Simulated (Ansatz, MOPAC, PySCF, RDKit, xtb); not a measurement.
Dimer: CH4O (SMILES CO) (first 6 atoms) with CH2O2 (SMILES O=CO); geometry from B3LYP-D3(BJ)/def2-TZVP, rigid monomers moved along the line of their centres of mass till O2···H11 is 2.33 Å.
(charge 0, multiplicity 1):
```xyz
11

C     -0.18960    -0.35027     0.18299
O      0.48930    -0.80552     1.35223
H     -0.90401     0.44544     0.41406
H     -0.72878    -1.20179    -0.22782
H      0.51964     0.01102    -0.56554
H      0.93740    -0.05470     1.77985
O      0.78401     1.02834     4.23698
C     -0.02639     0.39421     4.87427
O     -0.68212    -0.67350     4.44877
H     -0.31040     0.64770     5.90341
H     -0.39376    -0.86479     3.51255
```

```csv
level,interaction energy (kcal/mol),cost
MMFF94,-5.92,-
GFN-FF,-5.84,-
PM7,-6.30,-
GFN1-xTB,-6.63,-
HF/6-31G*,-6.57,-
HF/6-31G* (no counterpoise),-8.23,-
PBE/def2-TZVPPD,-6.81,×1
r2SCAN-D4/def2-TZVPPD,-7.59,×1
B3LYP/6-31G*,-6.94,-
B3LYP-D3(BJ)/def2-TZVPPD,-7.48,×1
PBE0/def2-TZVPPD,-6.76,×1
PBE0-D3(BJ)/def2-TZVPPD,-7.50,×1
MP2/6-31G* (no counterpoise),-9.93,-
CCSD(T)/aug-cc-pVDZ,-6.91,×20
```

The rows run from -9.93 (MP2/6-31G* (no counterpoise)) to -5.84 kcal/mol (GFN-FF). The dispersion term adds -0.74 in PBE0-D3(BJ).

Monomers are frozen at their geometry in the pair; levels with a basis set take the counterpoise correction. Rows marked so take none.

Frozen-core correlation. Rows in 6-31G* carry no dispersion term and start afresh at each structure (6-31G* with six Cartesian d functions). MP2/6-31G* freezes PySCF's default core. The state that PM7 reach isn't checked; PM7 holds dispersion and hydrogen-bond terms.

Programs: Ansatz (Gaussian orbitals); MOPAC for PM7 (differences of heats of formation); PySCF for 6-31G* rows, the dispersion terms; RDKit for the force fields; xtb for the GFN methods. Each number belongs to the level named beside it.

Costs are rough ratios of core time to PBE/def2-TZVPPD (about 12 s over the structures, on one shared machine); a dash marks a level with no comparable run of its own.

Ansatz is a program for electronic structure.
